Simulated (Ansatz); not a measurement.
Two structures of Si$_{2}$H$_{8}$O$_{2}$, closed shell, reached by relaxing down either side of one saddle point (PBE0-D4/def2-TZVP). Energies are electronic, without zero-point energy. Ansatz 0.2.0; basis: def2-TZVPP and def2-QZVPP; cores frozen in the correlated methods. Extrapolation: Hartree–Fock as exp(−7.88 √X), correlation as X^−2.97. First:

Si1  (0.339, 0.013, 0.387)
H2  (1.337, -0.614, -0.517)
O3  (-1.113, -0.712, 0.106)
Si4  (-2.409, -0.800, -0.876)
H5  (0.660, -0.247, 1.808)
H6  (0.198, 1.460, 0.095)
H7  (3.243, 1.537, 0.174)
O8  (2.799, 1.247, 0.975)
H9  (-2.856, 0.561, -1.280)
H10  (-3.510, -1.482, -0.151)
H11  (-2.082, -1.575, -2.103)
H12  (3.393, 0.612, 1.382)
(Å)

Second:

```
12
angstrom
Si 0.3542 0.5166 1.4265
H 1.0373 1.0023 -2.4100
O -0.6625 -0.5354 0.7098
Si -1.4828 -0.9238 -0.6529
H 0.3488 0.1810 2.8705
H -0.0831 1.9043 1.1615
H 1.4202 0.9178 -1.7737
O 1.8744 0.4263 0.8176
H -1.9182 0.3065 -1.3641
H -2.6721 -1.7212 -0.2654
H -0.6188 -1.7309 -1.5512
H 2.4028 -0.3437 1.0315
```

Which bonds change from the first to the second?

Si₂H₆O ([SiH3][O][SiH3]) + H₂O → Si₂H₆O₂ ([OH][SiH2][O][SiH3]) + H₂; bonds formed: Si1–O8, H2–H7; bonds broken: Si1–H2, H7–O8.

Give the saddle point's structure and its height above each. (Judge from chemistry; the value comes from the calculation.)

By the calculation: 1.688 eV above the first and 2.553 eV above the second (CCSD(T) at an estimated basis limit (MP2 extrapolated from triple and quadruple zeta, plus CCSD(T) − MP2 in triple zeta)).
```
12
angstrom
Si 0.3203 0.7260 0.8628
H 0.6009 0.8080 -0.8840
O -0.8342 -0.4140 0.5814
Si -1.5549 -0.9143 -0.8122
H 0.5639 0.4472 2.3109
H -0.0446 2.1626 0.8269
H 1.6640 0.4590 -0.5036
O 2.1274 0.4081 0.4949
H -2.1285 0.2262 -1.5715
H -2.6409 -1.8473 -0.4241
H -0.5785 -1.6323 -1.6740
H 2.5051 -0.4293 0.7926
```

No T1 diagnostic of these runs exceeds 0.013.

Labels in which every atom is bracketed show which atoms are joined, not bond orders.

For scale, one of the runs: CCSD(T)/def2-TZVPP, 258 basis functions, launched by `ansatz run in.yaml --threads 4 --pin off --events-out ev --progress --plain --max-ram 9574MiB`. Time: 2.6 min of wall clock on 4 CPU threads of an Intel Xeon; the host was shared. Peak host memory: 5.7 GiB.
